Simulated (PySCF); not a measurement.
Molecule: C₂H₆O₃Si, SMILES COC(=O)[SiH2]O, singlet. Atoms near the plane z = 1.2 Å, at the GFN2-xTB optimised geometry (x, y, z in Å): C1 (0.3, -2.2, 0.0), O2 (-0.4, -1.0, 0.0), C3 (0.3, 0.2, 0.0), O4 (1.5, 0.2, 0.0), Si5 (-0.7, 1.8, 0.0), O6 (0.4, 3.0, 0.0), H8 (1.0, -2.2, 0.9), H9 (-0.5, -3.0, 0.0), H11 (-1.5, 1.8, 1.2), H12 (1.3, 2.8, 0.0).

Method: PBE/def2-TZVP (PySCF). The values are rescaled to run from 0 to 1.

```
|2222222221111111222222222|
|2222222221110011222222222|
|2222222222100001222222222|
|2222222222100001233322222|
|2222222233210012333332222|
|2222222344542123443332222|
|2222223599985333443322222|
|2222223999999543332222222|
|2222224999999643222222222|
|2222223699999642111111222|
|2222223356787642100111122|
|2222222334568753100011122|
|2222222223458853100011122|
|2222222222346652100011122|
|2222222211235543110111122|
|2222222211245554211111222|
|2222222222346899532222222|
|2222222223457999842222222|
|2222222333456999743222222|
|2222233333445688543322222|
|2222233334444444433322222|
|2222333333444333333322222|
|2222333333333333333322222|
|2222333333333333333322222|
|2222333333333333333322222|
```
Scale: ten equal steps from 0.000 (start of '0') to 1.00 (end of '9'), in the order '0123456789'; x runs from -5.00 to 5.00, y from -5.00 (bottom) to 5.00 (top).

Task: Which quantity is mapped?
(A) log10 of the electron density
(B) electrostatic potential
(C) Laplacian of the electron density
(D) deformation density (molecule minus spherical neutral atoms)

Result: B, electrostatic potential. In full: electrostatic potential (hartree/e), clipped to [-0.08, 0.12].
